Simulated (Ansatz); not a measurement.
C$_{2}$H$_{5}$NSi (`N=C1C[SiH2]1`), 9 atoms. Charge 0, multiplicity 1. All runs use 2 threads of an Arm Neoverse V1 on a shared host. Correlated methods freeze the cores.

Problem. Give the basis size and wall time and peak host memory of each of these runs in Ansatz. RKS PBE0-D4/def2-QZVPP energy; RHF-MP2/def2-QZVPP energy; RKS ωB97M-V/def2-QZVPP energy; RHF-CCSD(T)/def2-SVP energy; RKS PBE0-D4/def2-TZVP relaxation (7 steps); RKS PBE0-D4/def2-SVP energy; RKS ωB97M-V/def2-SVP energy; RKS PBE0-D4/def2-TZVP frequencies; RKS CAM-B3LYP-D4/def2-TZVPP energy; RHF-CCSD(T)/def2-TZVPP energy; RKS r2SCAN-D4/def2-TZVPP energy and forces; direct RPA on PBE orbitals/def2-TZVPP energy. (Best estimate.)

Solution. Computed: Other jobs shared the machine, so times are rough.

```tsv
level	job	functions	wall time	peak host memory (GiB)
RKS PBE0-D4/def2-SVP	energy	85	1.1 s	0.41
RHF-CCSD(T)/def2-SVP	energy	85	2.9 s	0.41
RKS CAM-B3LYP-D4/def2-TZVPP	energy	205	3.6 s	0.43
RKS ωB97M-V/def2-SVP	energy	85	4.7 s	0.41
direct RPA on PBE orbitals/def2-TZVPP	energy	205	6 s	0.45
RKS r2SCAN-D4/def2-TZVPP	energy and forces	205	6 s	0.24
RKS PBE0-D4/def2-QZVPP	energy	391	8 s	1
RKS ωB97M-V/def2-QZVPP	energy	391	21 s	1.2
RHF-MP2/def2-QZVPP	energy	391	23 s	1.8
RKS PBE0-D4/def2-TZVP	relaxation (7 steps)	160	27 s	0.32
RHF-CCSD(T)/def2-TZVPP	energy	205	68 s	2.6
RKS PBE0-D4/def2-TZVP	frequencies	160	2.1 min	0.41
```
